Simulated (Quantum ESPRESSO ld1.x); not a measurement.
Mo V, configuration [Kr] 5s2 (not the ground configuration). All-electron calculation, scalar-relativistic Kohn-Sham, PBEsol, spin-unpolarised, spherical densities, point nucleus. Program: ld1.x of Quantum ESPRESSO 7.5. Some entries of the table are withheld. Estimate them.

orbital  occ.  eigenvalue (eV)  <1/r> (bohr^-1)  <r> (bohr)
1s          2         -19870.6            43.53     0.03518
2s          2         -2859.73            9.800      0.1538
2p          6         -2563.52            9.529      0.1340
3s          2         -536.514            3.366      0.4289
3p          6         -439.484            3.203      0.4304
3d         10         -281.663            2.973      0.4145
4s          2         -120.824              (1)         (2)
4p          6         -93.6184            1.152       1.167
5s          2         -40.6765           0.5470       2.413

Answer. 
(1) 4s <1/r> (bohr^-1): 1.274
(2) 4s <r> (bohr): 1.072
